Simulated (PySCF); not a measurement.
CrO₃, SMILES [Cr](=[O])(=[O])=[O], multiplicity 1. Atoms are numbered in the order given.

```xyz
4

Cr     0.0000     0.0000    -0.1957
O      1.3003    -0.7508     0.1957
O     -1.3003    -0.7508     0.1957
O      0.0000     1.5015     0.1957
```

Geometry: PBE0-D3(BJ)/def2-SVP. The multiplicity is an assumed one; other spin states were not compared. The isomer is the one that the SMILES or the coordinates give; other isomers of the formula were not compared.

These are B3LYP/pcSseg-2 (PySCF) values and carry that method's errors.

GIAO shieldings, no solvent; atoms alike by connectivity are averaged. δ = σ(ref) − σ: ¹⁷O against H2O (σ = 325.5 ppm), references at their B3LYP-D3(BJ)/def2-TZVP geometries, non-relativistic.

Question: Estimate the chemical shifts. (An estimate is asked for; the answer gives what the named calculation found.)

Answer: 
| nucleus | atoms | count | δ (ppm) |
|---|---|---|---|
| ¹⁷O | O2, O3, O4 | 3 | 1725.6 |
